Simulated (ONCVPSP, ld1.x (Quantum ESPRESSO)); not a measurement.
Potentials for W compared

Generated with ld1.x 7.5 (TM, RRKJ, ultrasoft, PAW), atompaw 4.2 or ONCVPSP 4.0.1. The cutoff is in Ry: for ld1.x and atompaw files where the sum of valence levels is converged to 10 mRy in a Bessel basis, for ONCV files where the hardest occupied wave has 1 mHa per electron of residual kinetic energy. The error is the largest all-electron minus pseudo excitation energy over each file’s own four to seven test configurations (ionisations up to +4, promotions, holes and added fractions of an electron), all of which were solved. The labels leave out finer settings (local radius, basis sizes, second energies), which also bear on the numbers. Spin-polarised tests are not counted. The rows are a selection from randomly drawn settings: files with unsolved tests, undetermined cutoffs or missed reference levels are left out.

A true bound ghost makes a file unfit for plane-wave use even where its test errors are small: the radial tests pick states by their node count and pass the ghost by.

```tsv
potential	cutoff (Ry)	largest error (meV)	bound ghosts
ONCV, PBE, fully relativistic, rc 1.80/2.10/2.35/0.60 (spdf), local smoothed, core correction yes, reference 4f14 5s2 5p6 5d4 6s2, qcut 7.7/5.1/5.3/31.5, projectors 2/2/2/2	763	+6.1	s, p3/2, d5/2, d3/2
ONCV, LDA (Perdew-Zunger), scalar-relativistic, rc 2.15/2.25/2.65 (spd), local smoothed, core correction no, reference 5p6 5d4 6s1 6p1, qcut 2.7/7.2/6.1, projectors 2/2/2	33	-8.6	s
ONCV, PBEsol, scalar-relativistic, rc 2.90/2.65/2.55 (spd), local smoothed, core correction yes, reference 5d5 6s1, qcut 1.9/3/6.3, projectors 2/2/1	24	-31	none
ONCV, LDA (Perdew-Wang 92), non-relativistic, rc 1.25/1.70/2.45 (spd), local smoothed, core correction no, reference 5s2 5p6 5d4, qcut 5.4/9.2/6.3, projectors 2/2/3	163	+7.9	none
ONCV, LDA (Perdew-Wang 92), scalar-relativistic, rc 1.95/1.65/1.85 (spd), local smoothed, core correction no, reference 5s2 5p6 5d4 6s1 6p1, qcut 7.7/9.7/4.6, projectors 2/2/3	57	-5.5	none
ONCV, PBE, scalar-relativistic, rc 2.00/1.25/2.70/1.15 (spdf), local smoothed, core correction yes, reference 4f14 5s2 5p6 5d4 6s2, qcut 5/7/6.8/15.7, projectors 2/2/1/2	210	-21	none
TM, LDA (PZ), scalar-relativistic, rc 2.10/3.10/2.05 (spd), local smoothed, core correction no, reference 5d4 6s1 6p1	30	+74	none
```

Question: Fill in the row for W: ONCV, LDA (Perdew-Zunger), scalar-relativistic, rc 1.65/2.05/2.35/0.85 (spdf), local smoothed, core correction no, reference 4f14 5s2 5p6 5d4 6s1.5, qcut 8.1/5.7/5.9/19.8, projectors 2/2/2/1.

Answer: cutoff 348 Ry, largest error -8.6 meV, bound ghosts: s, p, d.
